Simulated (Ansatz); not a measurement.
`BBCCCl` + `C[SiH](F)P` → `BP[SiH](C)F` + `BCCCl`  (cleavage of the B–B bond)

Calculated with Ansatz (gas phase, PBE0-D4/def2-TZVP geometries, no zero-point term in ΔE). CCSD(T)/CBS is the MP2 limit (def2-TZVPP, def2-QZVPP) plus CCSD(T) − MP2 in def2-TZVPP, frozen cores. Functionals use def2-TZVPP. B3LYP here is the variant with VWN-RPA as its local correlation; programs differ in this. One conformer a species, not always the lowest.

```json
{"level": "B3LYP-D4", "ΔE (kcal/mol)": "-11.0", "difference from CCSD(T)/CBS": "1.4"}
{"level": "ωB97X-V", "ΔE (kcal/mol)": "-11.0", "difference from CCSD(T)/CBS": "1.4"}
{"level": "B2PLYP", "ΔE (kcal/mol)": "-11.9", "difference from CCSD(T)/CBS": "0.5"}
{"level": "HF/def2-TZVPP", "ΔE (kcal/mol)": "-10.9", "difference from CCSD(T)/CBS": "1.5"}
{"level": "MP2/def2-TZVPP", "ΔE (kcal/mol)": "-14.2", "difference from CCSD(T)/CBS": "-1.8"}
{"level": "SCS-MP2/def2-TZVPP", "ΔE (kcal/mol)": "-13.1", "difference from CCSD(T)/CBS": "-0.7"}
{"level": "CCSD/def2-TZVPP", "ΔE (kcal/mol)": "-11.6", "difference from CCSD(T)/CBS": "0.8"}
{"level": "CCSD(T)/def2-TZVPP", "ΔE (kcal/mol)": "-12.4", "difference from CCSD(T)/CBS": "0.0"}
{"level": "HF/def2-QZVPP", "ΔE (kcal/mol)": "-10.8", "difference from CCSD(T)/CBS": "1.6"}
{"level": "HF/CBS(def2)", "ΔE (kcal/mol)": "-10.8", "difference from CCSD(T)/CBS": "1.6"}
{"level": "CCSD(T)/CBS", "ΔE (kcal/mol)": "-12.4", "difference from CCSD(T)/CBS": "0"}
```

Largest T1 diagnostic among the species: 0.015.

The D4 term adds −0.8 kcal/mol with B3LYP and −0.4 kcal/mol with PBE0; it sums over pairs of atoms, weighted by their polarisabilities, and B3LYP, whose exchange is more repulsive, gets the larger term. In def2-TZVPP, CCSD(T) changes the Hartree–Fock value by −1.5 kcal/mol (the triples alone add −0.8 kcal/mol) and MP2 by −3.3 kcal/mol.
